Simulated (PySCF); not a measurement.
Species: C4H9O2P.
Structure used (PBE0-D3(BJ)/def2-SVP), in Å, numbered top down from 1:
```xyz
16
C4H9O2P angstrom
C     -2.787    0.358    0.830
O     -1.518    0.487    0.231
C     -1.234   -0.331   -0.779
P      0.201   -0.370   -1.672
C      1.139    1.016   -0.782
O      1.636    0.693    0.480
C      2.665   -0.245    0.459
H     -2.839    1.102    1.634
H     -2.922   -0.648    1.262
H     -3.594    0.554    0.104
H     -2.034   -1.041   -1.048
H      0.452    1.865   -0.649
H      1.954    1.337   -1.464
H      3.000   -0.401    1.494
H      2.335   -1.219    0.045
H      3.531    0.102   -0.142
```

Theory: core-valence-separated Tamm–Dancoff BHandHLYP/aug-pcX-1 (pcseg-1 on H, def2-SVPD on P) in PySCF, non-relativistic, gas phase, PBE0-D3(BJ)/def2-SVP geometry. BHandHLYP without relativity tends to put these K edges a few eV too low, so spacings mean more than positions.

Task: Give energies, oscillator strengths and core holes at the O K edge.

Result: 
```tsv
E (eV)	f	core hole on	main final orbital
532.33	0.0166	O2	LUMO (93 %)
532.47	0.0098	O6	LUMO (85 %)
533.87	0.0051	O6	LUMO+2 (82 %)
533.99	0.0165	O6	LUMO+3 (30 %)
534.37	0.0163	O2	spread
534.57	0.0021	O6	LUMO+5 (33 %)
534.73	0.0015	O6	LUMO+1 (50 %)
534.98	0.0024	O6	spread
534.98	0.0077	O2	LUMO+1 (71 %)
535.06	0.0045	O6	LUMO+7 (32 %)
535.23	0.0008	O6	LUMO+4 (39 %)
```

The first line with a tenth or more of the strongest one's intensity is at 532.33 eV (f = 0.017), with the hole on O2 (ether oxygen). It is also the strongest listed.

Task: Give energies, oscillator strengths and core holes at the C K edge.

Result: 
```json
{"E (eV)": "283.32", "f": "0.0718", "core hole on": "C3", "main final orbital": "LUMO (87 %)", "polarisation": "normal to the local trigonal plane"}
{"E (eV)": "285.77", "f": "0.0069", "core hole on": "C5", "main final orbital": "LUMO (89 %)", "polarisation": "–"}
{"E (eV)": "286.22", "f": "0.0159", "core hole on": "C7", "main final orbital": "LUMO (68 %)", "polarisation": "–"}
{"E (eV)": "286.66", "f": "0.0239", "core hole on": "C5", "main final orbital": "LUMO+2 (48 %)", "polarisation": "–"}
{"E (eV)": "286.71", "f": "0.0444", "core hole on": "C1", "main final orbital": "spread", "polarisation": "–"}
{"E (eV)": "286.86", "f": "0.0108", "core hole on": "C1", "main final orbital": "LUMO (87 %)", "polarisation": "–"}
{"E (eV)": "286.91", "f": "0.0087", "core hole on": "C7", "main final orbital": "LUMO+2 (32 %)", "polarisation": "–"}
{"E (eV)": "287.20", "f": "0.0450", "core hole on": "C5", "main final orbital": "spread", "polarisation": "–"}
{"E (eV)": "287.26", "f": "0.0204", "core hole on": "C7", "main final orbital": "spread", "polarisation": "–"}
{"E (eV)": "287.31", "f": "0.0024", "core hole on": "C1", "main final orbital": "LUMO+1 (68 %)", "polarisation": "–"}
{"E (eV)": "287.37", "f": "0.0339", "core hole on": "C7", "main final orbital": "spread", "polarisation": "–"}
{"E (eV)": "287.54", "f": "0.0307", "core hole on": "C3", "main final orbital": "spread", "polarisation": "in the local trigonal plane"}
{"E (eV)": "287.63", "f": "0.0317", "core hole on": "C5", "main final orbital": "spread", "polarisation": "–"}
{"E (eV)": "287.82", "f": "0.0376", "core hole on": "C1", "main final orbital": "spread", "polarisation": "–"}
{"E (eV)": "287.95", "f": "0.0189", "core hole on": "C7", "main final orbital": "spread", "polarisation": "–"}
{"E (eV)": "288.19", "f": "0.0020", "core hole on": "C3", "main final orbital": "LUMO+2 (34 %)", "polarisation": "in the local trigonal plane"}
{"E (eV)": "288.21", "f": "0.0272", "core hole on": "C1", "main final orbital": "LUMO+6 (37 %)", "polarisation": "–"}
{"E (eV)": "288.28", "f": "0.0144", "core hole on": "C5", "main final orbital": "spread", "polarisation": "–"}
```

The first line with a tenth or more of the strongest one's intensity is at 283.32 eV (f = 0.072), with the hole on C3 (carbon bonded to O, P and H), polarised normal to the local trigonal plane: a 1s→π* resonance. It is also the strongest listed.

Roots within 0.03 eV whose holes lie on the same, on equivalent or on shared atoms are summed into one line, and the highest roots are left out, as the search may have cut off their partners. Final orbitals are the ground state's empty Kohn–Sham orbitals. A dash: too weak, shared between unlike atoms, or no plane or axis to refer to.

Task: What is the summed oscillator strength of the listed O K lines, and their intensity-weighted mean energy?

Result: Σf = 0.083 over 11 lines from 532.33 to 535.23 eV; the weighted mean is 533.76 eV. The strongest line holds 20 % of the sum.

The ionisation thresholds weren't computed; near and above them a finite basis only mimics Rydberg series and continuum.

The run took 28 s of wall time on Arm Neoverse V2, one thread (shared host), and the process peaked at 1.1 GiB of memory.

One conformer stands for the species.
